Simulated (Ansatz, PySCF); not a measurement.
Gas-phase reaction (SMILES): C[SiH2]O[SiH3] → C[SiH2]O[SiH2] + H atom; the H-Si bond at the site shown breaks (other sites are not compared here).

Each molecule is optimised on its own at B3LYP-D3(BJ)/def2-TZVP (Ansatz, a first-principles code), one conformer each, not searched for the lowest. Valence correlation only, unless marked. UHF or UKS for open shells. Spin-orbit coupling is left out. Non-relativistic. CBS(X,Y): correlation extrapolated as X^-3; Hartree-Fock from the larger set. Thermal terms are rigid-rotor harmonic-oscillator values from B3LYP-D3(BJ) frequencies (PySCF) at 298.15 K and 1 atm. 1 Eh = 627.5095 kcal/mol. Atoms have translation alone.

```json
[
 {"species": "C[SiH2]O[SiH3]", "E, CCSD(T)/CBS(cc-pV(T+d)Z,cc-pV(Q+d)Z) (Ansatz) (Eh)": "-696.27618", "E, PBE-D3(BJ)/def2-TZVPD (Ansatz + dftd3) (Eh)": "-696.83487", "H - E (Eh)": "0.09233"},
 {"species": "C[SiH2]O[SiH2]", "E, CCSD(T)/CBS(cc-pV(T+d)Z,cc-pV(Q+d)Z) (Ansatz) (Eh)": "-695.61949", "E, PBE-D3(BJ)/def2-TZVPD (Ansatz + dftd3) (Eh)": "-696.19026", "H - E (Eh)": "0.08236"},
 {"species": "H atom", "E, CCSD(T)/CBS(cc-pV(T+d)Z,cc-pV(Q+d)Z) (Ansatz) (Eh)": "-0.49995", "E, PBE-D3(BJ)/def2-TZVPD (Ansatz + dftd3) (Eh)": "-0.49962", "H - E (Eh)": "0.00236"}
]
```

Task: Work out ΔE and ΔH at 298.15 K at the first level, then ΔH at the second.

Result: 
1. ΔE = [(-695.61949) + (-0.49995)] - [(-696.27618)] = 0.15674 Eh = 98.4 kcal/mol at CCSD(T)/CBS(cc-pV(T+d)Z,cc-pV(Q+d)Z).
2. The terms H - E add up to -0.00761 Eh, so ΔH = (0.15674 + (-0.00761))×627.5095 = 93.6 kcal/mol.
3. At PBE-D3(BJ)/def2-TZVPD the same steps give ΔE = 91.0 and ΔH = 86.2 kcal/mol, a shift of -7.4 from the first level.
4. These values are not checked against measurement here, since the tables used lack a sound gas-phase enthalpy of formation for at least one species.
